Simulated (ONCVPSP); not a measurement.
## Logarithmic derivatives: Ge, ONCV

Ge (Z = 32), optimised norm-conserving Vanderbilt (ONCV), made with ONCVPSP 4.0.1 (Wu-Cohen, scalar-relativistic). Core [Ar], reference 3d10 4s2 4p2. Waves: 4s: rc 1.70 bohr, ncon 4, nbas 8, qcut 4.7 1/bohr, 2 projectors, debl 3 Ha; 4p: rc 2.35 bohr, ncon 4, nbas 9, qcut 3.8 1/bohr, 1 projector; 3d: rc 1.00 bohr, ncon 3, nbas 8, qcut 16.4 1/bohr, 2 projectors, debl 0.9 Ha. Local part: polynomial inside 0.80 bohr (lpopt 5, dvloc0 -1 Ha). Core correction: Teter function, fcfact 4, rcfact 1.3.

In the d channel the program set the typed energies aside and used -1.077, 0.250 Ha.

The phase is arctan(r·R′/R) of the radial function R(r), unwrapped; energies in Ha, scanned from -3 to 5 Ha. A pole is an energy at which the radial function vanishes at the test radius. The pseudo phase is shifted by a multiple of π to meet the all-electron one at the reference energy, and phase errors are pseudo minus all-electron; the curves can meet again beyond the range given. Levels narrower than the energy grid can be missing from the lists of poles.

```csv
channel,radius (bohr),reference energy (Ha),"poles, all-electron","poles, pseudo",unbroken range about the reference energy with phases within 0.05 rad,phase error 1 Ha above the reference energy (rad)
s,1.72,-0.43,2.21,2.21,the whole range,-0.000
p,2.38,-0.14,0.86,"-0.70, 0.88",above -0.6,+0.005
d,1.01,-1.08,0.42,0.42,the whole range,-0.000
```

Note: ghosts flagged at negative energy: s at -167.2 eV, p at -19.1 eV; no localised positive-energy state flagged. A true bound ghost makes a file unfit for plane-wave use.

Phases in the s channel:

```json
{"E (Ha)": "-2.98", "all-electron": "1.164", "pseudo": "1.162"}
{"E (Ha)": "-2.76", "all-electron": "1.131", "pseudo": "1.129"}
{"E (Ha)": "-2.54", "all-electron": "1.090", "pseudo": "1.088"}
{"E (Ha)": "-2.32", "all-electron": "1.039", "pseudo": "1.037"}
{"E (Ha)": "-2.10", "all-electron": "0.973", "pseudo": "0.971"}
{"E (Ha)": "-1.88", "all-electron": "0.886", "pseudo": "0.884"}
{"E (Ha)": "-1.66", "all-electron": "0.767", "pseudo": "0.765"}
{"E (Ha)": "-1.44", "all-electron": "0.600", "pseudo": "0.598"}
{"E (Ha)": "-1.22", "all-electron": "0.365", "pseudo": "0.363"}
{"E (Ha)": "-1.00", "all-electron": "0.052", "pseudo": "0.051"}
{"E (Ha)": "-0.78", "all-electron": "-0.301", "pseudo": "-0.301"}
{"E (Ha)": "-0.56", "all-electron": "-0.620", "pseudo": "-0.620"}
{"E (Ha)": "-0.34", "all-electron": "-0.862", "pseudo": "-0.862"}
{"E (Ha)": "-0.12", "all-electron": "-1.035", "pseudo": "-1.035"}
{"E (Ha)": "0.10", "all-electron": "-1.158", "pseudo": "-1.158"}
{"E (Ha)": "0.32", "all-electron": "-1.249", "pseudo": "-1.249"}
{"E (Ha)": "0.54", "all-electron": "-1.317", "pseudo": "-1.318"}
{"E (Ha)": "0.76", "all-electron": "-1.372", "pseudo": "-1.372"}
{"E (Ha)": "0.98", "all-electron": "-1.416", "pseudo": "-1.416"}
{"E (Ha)": "1.20", "all-electron": "-1.452", "pseudo": "-1.452"}
{"E (Ha)": "1.42", "all-electron": "-1.484", "pseudo": "-1.484"}
{"E (Ha)": "1.64", "all-electron": "-1.511", "pseudo": "-1.511"}
{"E (Ha)": "1.86", "all-electron": "-1.536", "pseudo": "-1.536"}
{"E (Ha)": "2.08", "all-electron": "-1.558", "pseudo": "-1.558"}
{"E (Ha)": "2.30", "all-electron": "-1.579", "pseudo": "-1.579"}
{"E (Ha)": "2.52", "all-electron": "-1.600", "pseudo": "-1.600"}
{"E (Ha)": "2.74", "all-electron": "-1.619", "pseudo": "-1.619"}
{"E (Ha)": "2.96", "all-electron": "-1.639", "pseudo": "-1.639"}
{"E (Ha)": "3.18", "all-electron": "-1.659", "pseudo": "-1.659"}
{"E (Ha)": "3.40", "all-electron": "-1.680", "pseudo": "-1.680"}
{"E (Ha)": "3.62", "all-electron": "-1.702", "pseudo": "-1.703"}
{"E (Ha)": "3.84", "all-electron": "-1.726", "pseudo": "-1.728"}
{"E (Ha)": "4.06", "all-electron": "-1.754", "pseudo": "-1.756"}
{"E (Ha)": "4.28", "all-electron": "-1.785", "pseudo": "-1.790"}
{"E (Ha)": "4.50", "all-electron": "-1.822", "pseudo": "-1.831"}
{"E (Ha)": "4.72", "all-electron": "-1.868", "pseudo": "-1.882"}
{"E (Ha)": "4.94", "all-electron": "-1.927", "pseudo": "-1.951"}
```
